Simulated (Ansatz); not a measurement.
Mulliken charges of C2H3BrO (`O=CCBr`) from B3LYP/def2-TZVPP in Ansatz (PBE0-D4/def2-TZVP geometry).

```
atom   x (Å)   y (Å)   z (Å)  charge (e)
  O1  -0.668  -1.071   1.409      -0.237
  C2  -0.274  -0.812   0.309       0.103
  C3   0.325   0.519  -0.052      -0.095
 Br4  -0.576   1.198  -1.627      -0.103
  H5  -0.325  -1.545  -0.521       0.073
  H6   1.376   0.408  -0.321       0.127
  H7   0.203   1.235   0.757       0.132
```

**Question.** By hand: the dipole of these point charges (1 e Å = 4.8032 D).

**Answer.** Σ q r = (0.336, 0.100, -0.108) e Å, of length 0.367 e Å = 1.76 D.

**Question.** How does the dipole of the full density compare? (Best estimate.)

**Answer.** The calculation gave: (0.348, 0.079, -0.199) e Å, 1.96 D; the point charges give 0.90 times that, at 13° from its direction.

Point charges leave out the atoms' own dipoles, such as those of lone pairs, and Mulliken's split depends on the basis, so the close match here is no proof of good charges.

B3LYP here is the variant with VWN-RPA as its local correlation; programs differ in this.
